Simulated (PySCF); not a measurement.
Electron correlation in F+ (fluorine, charge +1)

[He] 2s2 2p4, high-spin 3P determinant. Calculation: PySCF 2.14, in aug-cc-pV5Z (7s6p5d4f3g2h, 127 functions); the non-relativistic Hamiltonian (point nucleus). Frozen: 1s2; 6 electrons correlated.

MP2 pair energies summed by pair of shells (mhartree):

```
 pair  energy  share (%)
2s-2p  -77.92       46.9
2p-2p  -76.34       45.9
2s-2s  -12.01        7.2
```

Total MP2 correlation energy: -166.27 mhartree.

Same-spin part -38.45 and opposite-spin part -127.82 mhartree; SCS-MP2 scales them by 1/3 and 6/5 to -166.20 mhartree.
